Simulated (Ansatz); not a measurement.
`OC(Cl)[SiH2]Cl`, charge 0, multiplicity 1.

Problem. Give a relaxed structure at PBE0-D4/def2-TZVP (Ansatz 0.2.0). (Best estimate.)

Solution. The calculation gave: 
```xyz
9

O    -1.3692    1.0338   -0.3137
C    -0.8560   -0.1201    0.2330
Cl   -0.8326   -0.0650    2.0541
Si    0.9152   -0.5080   -0.3321
Cl    1.9314    1.2699   -0.1431
H    -0.7160    1.7399   -0.2262
H    -1.5487   -0.9273   -0.0084
H     0.9189   -0.8798   -1.7669
H     1.5570   -1.5433    0.5033
```
This is one stationary point; other conformers may exist.
